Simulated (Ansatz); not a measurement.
`[CH3][AlH][Se]C` + `C#[C][GaH][CH3]` → `C#[C][AlH][CH3]` + `[CH3][GaH][Se]C`  (redistribution)

Calculated with Ansatz (gas phase, PBE0-D4/def2-TZVP geometries, no zero-point term in ΔE). CCSD(T)/CBS adds triple-zeta CCSD(T) − MP2 to the extrapolated MP2 energy (def2 sets, frozen cores). This one scheme is used for every species. Functionals use def2-TZVPP. B3LYP here is the variant with VWN-RPA as its local correlation; programs differ in this. For Ga, Se outer-core shells are correlated without core-valence functions, which leaves a few kJ/mol of doubt a bond. Scalar relativity is left out up to krypton. Each species was taken in one conformer, which may not be the lowest.

| level | ΔE (kJ/mol) |
| --- | --- |
| B3LYP | -16.9 |
| HF/def2-SVP | -11.8 |

**Question.** What does CCSD(T)/CBS give? (An estimate is asked.)

**Answer.** The calculation gave: -12.7 kJ/mol. The listed levels differ from it by -4.2, 0.9 kJ/mol.

Largest T1 diagnostic among the species: 0.013.

From BLYP to BHLYP (50 % exact exchange), in def2-TZVPP and without D4, ΔE moves by +3.5 kJ/mol. Leaving LDA and LC-ωPBE aside and taking each functional with its dispersion term where it has one, the values, not all of them listed here, spread over 8.7 kJ/mol, from BLYP-D4 to PBE-QIDH.
